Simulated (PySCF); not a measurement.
Cl2Pb, neutral, multiplicity 1. Atoms are numbered in the order given.

```xyz
3

Pb     0.0000     0.0000     0.4684
Cl     0.0000    -1.8417    -1.1296
Cl     0.0000     1.8417    -1.1296
```

Geometry optimised at ωB97X-D3(BJ)/def2-TZVP. The isomer is the one that the SMILES or the coordinates give; other isomers of the formula were not compared. The def2 effective core potentials stand for the cores of Pb; spin–orbit coupling is left out.

Computed with ωB97X/def2-TZVPD run with PySCF.

Gas-phase values at a fixed geometry.

The total energy is -1113.45139 hartree and the point group is C2v. The highest occupied level is -10.42 eV. The lowest empty level is -1.37 eV, the orbital gap comes out as 9.05 eV and the dipole moment comes out as 4.61 D. The quadrupole, principal values (traceless, Buckingham form, about the centre of nuclear charge) is -9.96, 1.23, 8.73 D·Å and the mean static polarisability is 70.6 bohr³ (10.47 Å³). The polarisability, principal values comes out as 51.5, 72.9, 87.5 bohr³.
